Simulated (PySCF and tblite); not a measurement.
Results of a calculation; reference values are marked as such.
C4H5F3O, numbered as in [O:1]=[CH:2][CH2:3][CH2:4][C:5]([F:6])([F:7])[F:8].

Level: PBE0-D3(BJ)/def2-TZVP//PBE0-D3(BJ)/def2-SVP, thermal terms from GFN2-xTB, symmetry numbers and mirror pairs counted. Conformers within 4 kcal/mol (GFN2-xTB free energy) were kept, 7 at most. GIAO shieldings: PBE0/pcSseg-1. Shifts are against TMS (¹H), TMS (¹³C), CFCl3 (¹⁹F) at the same level. (PySCF 2.14, tblite 0.8.)

Problem. What shifts does this protocol give at 298.15 K under fast conformational exchange?

Solution. ¹H: 9.86 (H2, 1H), 2.55 (H3, 2H), 2.07 (H4, 2H) ppm. ¹³C: 202.1 (C2), 132.1 (C5), 40.6 (C3), 28.9 (C4) ppm. ¹⁹F: -83.3 (F6/F7/F8) ppm.

Problem. How do the conformers differ?

Solution. Torsions listed: O1–C2–C3–C4, C2–C3–C4–C5. Of a mirror pair one member is shown.
```
conformer         shape  weight %
        1      0°, 179°      83.1
        2    -13°, -87°      10.2
        3  -133°, -173°       4.9
        4    -147°, 72°       1.8
```

```
  signal      1      2      3      4  average
      H2   9.89   9.80   9.61   9.61     9.86
      H3   2.58   2.47   2.33   2.23     2.55
      H4   2.04   2.28   2.03   2.24     2.07
      C2  202.3  200.6  201.6  202.5    202.1
      C3   40.8   39.3   40.2   38.7     40.6
      C4   29.1   25.9   30.4   30.7     28.9
      C5  132.3  131.4  131.3  131.5    132.1
F6/F7/F8  -83.5  -82.1  -83.4  -81.8    -83.3
```

Problem. Which signal moves most, for its nucleus, between 200 and 400 K through the change of populations alone?

Solution. H3: 2.57 ppm at 200 K, 2.56 ppm at 250 K, 2.55 ppm at 298.15 K, 2.53 ppm at 350 K, 2.52 ppm at 400 K.

Unscaled ¹⁹F shifts at such levels can be off by tens of ppm; differences between conformers or isomers are more reliable. Shifts are unscaled: against experiment ¹³C can be off by 15 ppm or more and ¹H by 0.8 ppm.
